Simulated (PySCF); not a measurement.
Run record: geometry optimisation, BrH, `Br`.

Method: PBE0/cc-pVDZ geometry optimisation, gas phase (PySCF 2.14.0). Start geometry: GFN2-xTB. The input is one job of a driver script: a line of settings, then coordinates in Å.

Input:
```
{"job": {"xc": "PBE0", "basis": "cc-pVDZ", "grid": 1, "kind": "geom"}, "charge": 0, "multiplicity": 1}
Br     0.702091    -0.002743    -0.003020
H     -0.699334     0.004011    -0.011129
```

What does the run print?

```
step   0  E = -2574.42891867  max force = 0.013624
step   1  E = -2574.42919156  max force = 0.004801
step   2  E = -2574.42923369  max force = 0.000960
step   3  E = -2574.42923543  max force = 0.000024
optimisation converged
```

Energies in Eh; «max force» is the largest Cartesian gradient component in Eh/bohr.

How much energy does the optimisation release, in kcal/mol?

E(step 0) − E(last step) = 0.000317 Eh, which is 0.2 kcal/mol.

Summary of the converged run: final energy -2574.42924 Eh after 3 steps; dipole 1.08 D.

Give the final coordinates.

0.013 Å rms from the input after alignment:
```
atom  x, y, z in Å
Br1    0.7262   -0.0074   -0.0030
H2    -0.7003   -0.0006   -0.0111
```

How long does this job take on Arm Neoverse V1, one thread, shared host? And the peak memory of the process?

About 1.7 s, with 0.24 GiB resident at the peak, the Python interpreter and its libraries included.
Labels such as C1 count atoms from 1, the log's own numbers from 0.
